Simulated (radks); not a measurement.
Results of a calculation; reference values are marked as such.
Charge is removed step by step from the 3s level of Si+, starting from [Ne] 3s2 3p1. Level of theory: non-relativistic Kohn-Sham, PBEsol, spin-unpolarised, spherical densities, point nucleus (a radial shooting solver on a logarithmic mesh with Libxc functionals).

removed (e)  E - E(0) (eV)  eigenvalue (eV)  E minus straight line (eV)
0                    0.000          -18.938                       0.000
0.125                2.443          -20.157                      -0.550
0.25                 5.040          -21.392                      -0.946
0.375                7.792          -22.642                      -1.186
0.5                 10.701          -23.907                      -1.270
0.625               13.769          -25.184                      -1.195
0.75                16.998          -26.474                      -0.959
0.875               20.388          -27.776                      -0.561
1                   23.942          -29.088                       0.000

Removing the whole electron costs 23.942 eV by Delta-SCF, against 18.938 eV from minus the eigenvalue at the starting occupation. Slater's transition state (half an electron removed) gives 23.907 eV. Integrating minus the eigenvalue over the occupation (Janak's theorem) gives 23.942 eV. The mean slope of the eigenvalue, de/dn, is 10.2 eV per electron.
